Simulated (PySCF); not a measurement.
C4H5 (SMILES [CH-]=C1CC1), charge -1, singlet, geometry from GFN2-xTB (in this run its highest filled SCF level lies above zero, so its values depend strongly on the basis, on diffuse functions most of all), with bond 8-3 at 1.6 times its length. Base run: PySCF with DF-SVWN5/aug-cc-pVDZ.

The PySCF input:
```python
from pyscf import gto, scf, dft

mol = gto.Mole()
mol.atom = '''
    C    -0.00477750   -0.00846867    0.42733059
    C    -0.00174017   -0.76951404   -0.83385328
    C     0.02025666    0.75423460   -0.88448337
    C    -0.02048610   -0.11308971    1.73328716
    H    -0.90781767   -1.26894023   -1.19210447
    H     0.89751813   -1.29434815   -1.17242457
    H     0.93628317    1.22602460   -1.25140807
    H    -1.41042084    1.54986079   -1.50313556
    H    -0.01158415    0.90678977    2.23339151
'''
mol.basis = 'aug-cc-pvdz'
mol.charge = -1
mol.verbose = 4
mol.build()

mf = dft.RKS(mol)
mf.xc = 'lda,vwn'
mf = mf.density_fit(auxbasis='def2-universal-jkfit')
mf.kernel()
mf.analyze()
```

Variants of this job, named by their change:

```tsv
change	ΔE vs base (µEh)	SCF cycles	outcome
base	0.0	13	converged
conv_tol = 1e-7	0.0	12	converged
init_guess = mod_huckel	0.0	18	converged
diis = off; damp = 0.6 (with mf.diis_start_cycle = 200; with mf.max_cycle = 150)	-	150	not converged
conv_tol = 1e-4	3.9	9	converged
conv_tol = 1e-6	0.9	10	converged
DIIS = ADIIS	0.0	30	converged
init_guess = 1e	0.0	24	converged
init_guess = atom	0.0	14	converged
init_guess = huckel	0.0	18	converged
diis_space = 2	-	50	not converged
level_shift = 0.1 (with mf.max_cycle = 100)	0.0	28	converged
diis_space = 12	0.0	13	converged
```
